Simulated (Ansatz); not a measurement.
Job for Ansatz (a first-principles code): R-BLYP/def2-TZVPP on C5H10 (SMILES CC1CCC1).

Ansatz 0.2 input:
```yaml
crystal:
  periodic: [false, false, false]
  atoms:
    - {symbol: C, position_ang: [1.84891346, 0.08987785, -0.14106530]}
    - {symbol: C, position_ang: [0.45329338, -0.07439088, 0.42427854]}
    - {symbol: C, position_ang: [-0.52460856, -1.06610873, -0.25837767]}
    - {symbol: C, position_ang: [-1.66782787, -0.05129953, -0.01443867]}
    - {symbol: C, position_ang: [-0.59338556, 1.04505147, 0.18527405]}
    - {symbol: H, position_ang: [2.43975535, -0.82060832, -0.01206733]}
    - {symbol: H, position_ang: [2.38356706, 0.90641783, 0.35099969]}
    - {symbol: H, position_ang: [1.80927398, 0.31339901, -1.21043651]}
    - {symbol: H, position_ang: [0.50834467, -0.29731437, 1.49360681]}
    - {symbol: H, position_ang: [-0.62281149, -2.06290237, 0.17210635]}
    - {symbol: H, position_ang: [-0.29851626, -1.16645563, -1.32235849]}
    - {symbol: H, position_ang: [-2.39583238, 0.09263633, -0.81223152]}
    - {symbol: H, position_ang: [-2.20433558, -0.26331355, 0.91128434]}
    - {symbol: H, position_ang: [-0.38794186, 1.57864228, -0.74548655]}
    - {symbol: H, position_ang: [-0.74788834, 1.77636862, 0.97891226]}
basis:
  gaussian:
    orbitals: def2-TZVPP
hamiltonian:
  xc: {name: BLYP}
scf: {lower_state_search: off}
```

Q: What total energy does the run end on?

A: -196.4753 hartree.
